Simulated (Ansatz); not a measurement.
CH₇AlBFSi. Total charge 0; spin multiplicity 1. The bonds changed during the relaxation, so this is another structure than the one it started from.

Z-matrix (Å, degrees):
```
B
Al 1 2.252
C 1 1.469 2 65.7
H 1 1.190 2 125.9 3 121.0
H 1 1.242 2 66.1 3 -131.0
H 2 1.579 1 124.8 3 80.1
H 2 1.580 1 105.9 3 -125.3
F 3 1.381 1 119.7 2 118.5
Si 3 1.894 1 125.3 2 -91.2
H 9 1.482 3 109.5 1 21.3
H 9 1.485 3 106.1 1 -97.9
H 9 1.486 3 111.9 1 143.5
```

(1) What are the harmonic wavenumbers in cm⁻¹ at PBE0-D4/def2-TZVP (Ansatz, finite differences of forces, unscaled)? (An estimate is asked.)

(2) Is this a minimum?

(3) Give the ideal-gas thermochemistry at 298.15 K and 1 bar (rigid rotor, harmonic oscillator; point group C1, symmetry number 1).

(4) And at 400, 500, 600, 800 and 1000 K?

(5) Rotational constants (cm⁻¹)?

## Answers

(1) The calculation gave: 129, 156, 191, 229, 254, 286, 371, 415, 441, 563, 589, 629, 659, 707, 763, 821, 914, 924, 931, 956, 1060, 1174, 1356, 1944, 1960, 2227, 2233, 2255, 2322, 2681.

(2) Yes, all 30 modes are real.

(3) Zero-point energy 180.3 kJ/mol; H(298) − E = 204.3 kJ/mol; entropy 359.7 J/(mol·K), of which translation 166.8, rotation 114.3, vibration 78.6; G(298) − E = 97.1 kJ/mol.

(4) 
```csv
T (K),H − E (kJ/mol),S (J/mol/K),G − E (kJ/mol)
400,219.3,402.8,58.2
500,236.4,440.8,16.0
600,255.2,475.1,-29.9
800,296.8,534.8,-131.0
1000,342.4,585.6,-243.2
```

(5) 0.1213, 0.08356, 0.0635.
